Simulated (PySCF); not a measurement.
Ti(OMe)4, SMILES C[O][Ti]([O]C)([O]C)[O]C (C₄H₁₂O₄Ti) at its GFN2-xTB optimised geometry (Å):

```
21

Ti    -0.4612    -0.1866     0.0000
O     -0.9804    -0.9253     1.4938
C     -0.6894    -2.2661     1.7524
H      0.4028    -2.4308     1.7549
H     -1.0910    -2.5412     2.7400
H     -1.1482    -2.9182     0.9888
O     -1.1786     1.3822     0.0000
C     -1.3365     2.2656     1.0631
H     -0.4529     2.9182     1.1597
H     -2.2160     2.9032     0.8863
H     -1.4841     1.7123     2.0080
O     -1.0063    -1.1460    -1.3386
C     -2.2864    -1.0132    -1.8686
H     -2.4538     0.0133    -2.2371
H     -2.4108    -1.7120    -2.7097
H     -3.0482    -1.2482    -1.1032
O      1.2745    -0.1866     0.0000
C      2.0403     0.5959     0.8578
H      1.5816     0.6395     1.8642
H      3.0482     0.1626     0.9512
H      2.1432     1.6211     0.4637
```

Calculation: B3LYP/def2-SVP in PySCF 2.14.0. Cells within 0.4 Å of a nucleus heavier than hydrogen are left out (blank, or x).

Map of the LUMO amplitude (bohr^(-3/2)), clipped to [-0.25, 0.25] on the plane z = 0.6 Å; orbital energy -0.62 eV, overall sign arbitrary:

```
|6666666666666666666666666666666|
|6666666666666666666666666666666|
|6666666666666666666666666666666|
|6666666666666666666666666666666|
|6666666666666666666666666666666|
|6666666666666666666666666666666|
|6666666666666666666666666666666|
|6666666666666666666666666666666|
|6666666666666666666666666666666|
|6666666666677666666666666666666|
|6666666666777666666665666666666|
|6666666666677666666555666666666|
|6666666666666556666555566666666|
|66666666666554566655xx566666666|
|666666666654213666554x566666666|
|6666666665541038765455566666666|
|6666666666543389865555666666666|
|6666666666655799765556666666666|
|6666666666666787766666666666666|
|6666666666666666666666666666666|
|6666666666666666666666666666666|
|6666666666666666666666666666666|
|6666666666666666666666666666666|
|6666666666666666666666666666666|
|6666666666666666666666666666666|
|6666666666666666666666666666666|
|6666666666666666666666666666666|
|6666666666666666666666666666666|
|6666666666666666666666666666666|
|6666666666666666666666666666666|
|6666666666666666666666666666666|
```
Scale: ten equal steps from -0.250 (start of '0') to 0.159 (end of '9'), in the order '0123456789'; x runs from -5.50 to 5.50, y from -5.50 (bottom) to 5.50 (top).
